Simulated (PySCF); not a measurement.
A geometry optimisation on HgMe2, `[CH3][Hg][CH3]`.

Method: PBE0-D3(BJ)/def2-SVP geometry optimisation, gas phase, def2 core potentials past Kr (PySCF 2.14.0). Start geometry: GFN2-xTB. A driver script takes a list of jobs; this job's settings line and coordinates (Å) are shown.

Input:
```
{"job": {"xc": "PBE0", "basis": "def2-SVP", "d3": "d3bj", "grid": 1, "maxiter": 30, "shake": 0.03, "kind": "geom"}, "charge": 0, "multiplicity": 1}
Hg     0.066580    -0.066660     0.012540
C     -0.020700    -0.029640     2.341110
H     -0.500120     0.896060     2.714680
H      1.111630    -0.101090     2.723680
H     -0.597440    -0.879050     2.685730
C     -0.007620     0.031640    -2.354810
H     -0.988800     0.012800    -2.728600
H      0.559500    -0.851020    -2.747350
H      0.509710     0.917520    -2.672640
```

Output:
```
step   0  E = -233.09215891  max force = 0.050811
step   1  E = -233.11102634  max force = 0.032602
step   2  E = -233.12174202  max force = 0.009920
step   3  E = -233.12229981  max force = 0.003157
step   4  E = -233.12241047  max force = 0.001242
step   5  E = -233.12241583  max force = 0.000265
optimisation converged
```

Energies in Eh; «max force» is the largest Cartesian gradient component in Eh/bohr.

Problem. Give the first gradient maximum in eV/Å.

Solution. With 1 Eh/bohr = 51.422 eV/Å, 2.613 eV/Å.

Problem. How much energy does the optimisation release, in kJ/mol?

Solution. E(step 0) − E(last step) = 0.030257 Eh, which is 79.4 kJ/mol.

Summary of the converged run: final energy -233.12242 Eh after 5 steps; dipole 0.00 D.

The run took 18 s on an Intel Xeon Platinum 8488C with one thread, no GPU, shared host with 96 logical CPUs at a one-minute load of 12, and the process peaked at 0.37 GiB of memory.
Labels such as C1 count atoms from 1, the log's own numbers from 0.
